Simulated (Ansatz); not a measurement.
Two isomers of C2H8OSSi: A = `CSC[SiH2]O`, B = `CO[SiH2]CS`.

Gas-phase electronic energies from Ansatz, PBE0-D4/def2-TZVP geometries. CCSD(T)/CBS adds triple-zeta CCSD(T) − MP2 to the extrapolated MP2 energy (def2 sets, frozen cores). DFT in def2-TZVPP. B3LYP here is the variant with VWN-RPA as its local correlation; programs differ in this. One conformer a species, not always the lowest.

Task: Which isomer does CCSD(T)/CBS put lower? Give the gap. (An estimate is asked.)

Result: Ansatz gave: A, by 13.0 kcal/mol.

Task: Give E(B) − E(A) in kcal/mol with CCSD(T)/def2-SVP, B2PLYP, CCSD(T)/def2-TZVPP, B3LYP, CCSD/def2-TZVPP, PBE-D4, ωB97M-V. (Estimate.)

Result: The calculation gave: CCSD(T)/def2-SVP 7.6, B2PLYP 11.5, CCSD(T)/def2-TZVPP 11.7, B3LYP 10.5, CCSD/def2-TZVPP 11.1, PBE-D4 13.1, ωB97M-V 12.1. None reverses the order clearly.

Task: Does the order hold for the free energy at 298.15 K (harmonic terms from PBE0-D4)? (An estimate is asked.)

Result: Ansatz gave: Yes: G(B) − G(A) = +12.1 kcal/mol, for one conformer each. Modes under 60 cm⁻¹, often nearly free rotors, make the harmonic entropy too high.

Largest T1 diagnostic: 0.011.

Leaving LDA and LC-ωPBE aside and taking each functional with its dispersion term where it has one, the values, not all of them listed here, spread over 2.7 kcal/mol, from CAM-B3LYP-D4 to revPBE-D4. At CCSD(T), def2-SVP lies −5.4 kcal/mol from the extrapolated value and def2-TZVPP −1.2 kcal/mol.
